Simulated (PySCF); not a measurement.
Computed shifts of a molecule C₂H₈OSi₂, PBE0/pcSseg-1 in PySCF, GIAO, gas phase, atoms alike by connectivity averaged where their shifts nearly agree, in ppm (number of nuclei): ¹³C: 73.4 (1), -2.6 (1). ²⁹Si: 19.6 (1), 0.7 (1). ¹H: 6.01 (2), 5.39 (1), 5.05 (1), 4.82 (1), 0.90 (3). References: ¹³C against TMS (σ = 186.3 ppm); ²⁹Si against TMS (σ = 352.7 ppm); ¹⁷O against H2O (σ = 334.2 ppm); ¹H against TMS (σ = 31.56 ppm), references at their B3LYP-D3(BJ)/def2-TZVP geometries, non-relativistic. Coordinates come from a TPSSh-D3(BJ)/def2-SVP optimisation. One conformer was computed; it need not be the lowest.

Task: Identify the compound among the candidates.
A) C=C[SiH2][SiH2]O
B) C=C[SiH2]O[SiH3]
C) C[SiH2][SiH2]C=O
D) C[Si@H]1CO[SiH2]1

Result: D, C[Si@H]1CO[SiH2]1
